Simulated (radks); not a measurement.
Species: Sb. Configuration: [Kr] 4d10 5s2 5p3.

All-electron calculation, scalar-relativistic Kohn-Sham, XLYP, spin-unpolarised, spherical densities, finite nucleus; Fermi nuclear charge, rms radius 4.6802 fm. Program: a radial shooting solver on a logarithmic mesh with Libxc functionals.

Energy parts (Ry):
total: -12964.94874
kinetic: 13559.78370
electron-nucleus: -31353.00666
Hartree: 5170.88132
exchange-correlation: -342.60710

Orbitals (lengths in bohr, moments of r in powers of bohr; r(90%) holds 90 % of the orbital's charge):
orbital  occ.  eigenvalue (Ry)   <1/r>  r(90%)
1s          2        -2227.820   54.32  0.0511
2s          2        -339.0063   12.41   0.189
2p          6        -304.3720   11.92   0.174
3s          2        -66.43768   4.422   0.486
3p          6        -55.14836   4.208   0.494
3d         10        -37.91207   3.977   0.481
4s          2        -10.92136   1.759    1.14
4p          6         -7.46407   1.602    1.25
4d         10         -2.44858   1.293    1.59
5s          2         -0.93735  0.5838    3.28
5p          3         -0.34650  0.4395    4.52

The highest occupied level is 5p at -4.714 eV. Summed over all electrons, <r^2> = 62.77 bohr^2, which gives a Langevin (diamagnetic) susceptibility term of -49.7 x 10^-6 cm^3/mol.
